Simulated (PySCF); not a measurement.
## Dipole response of In⁺ (indium, charge +1)

[Kr] 4d10 5s2, closed-shell 1S. Computed with PySCF 2.14 in aug-cc-pVTZ-DK3 (8s7p5d2f, 68 functions), with the spin-free X2C one-electron Hamiltonian (Gaussian nucleus). Coupled (time-dependent) response in atomic units; α is the mean over directions.

| method | mean α (bohr³) | C₆ (like pair) | S(−4) |
| --- | --- | --- | --- |
| UHF | 29.35 | 201.2 | 373.9 |
| PBE | 23.73 | 155.0 | 229.4 |
| PBE0 | 24.93 | 164.3 | 257.3 |
| TPSS | 24.89 | 166.3 | 250.9 |

S(−4) is the Cauchy moment in α(ω) = α(0) + S(−4) ω² + …

α(iu) at TPSS:

| u (hartree) | α(iu) (bohr³) |
| --- | --- |
| 0 | 24.89 |
| 0.0500 | 24.28 |
| 0.100 | 22.64 |
| 0.200 | 18.04 |
| 0.300 | 13.81 |
| 0.500 | 8.537 |
| 0.750 | 5.416 |
| 1.00 | 3.827 |
| 1.50 | 2.253 |
| 2.00 | 1.487 |
| 3.00 | 0.7769 |
| 5.00 | 0.3137 |

A single London oscillator, α(iu) = α/(1 + u²/ω²), gives C₆ = (3/4) ω α². Matching the computed C₆ needs ω = 4 × 166.3 / (3 × 24.89²) = 0.358 hartree.

For an ion, C₆ is the dispersion term alone; charge-induced terms of lower order in 1/R come first.
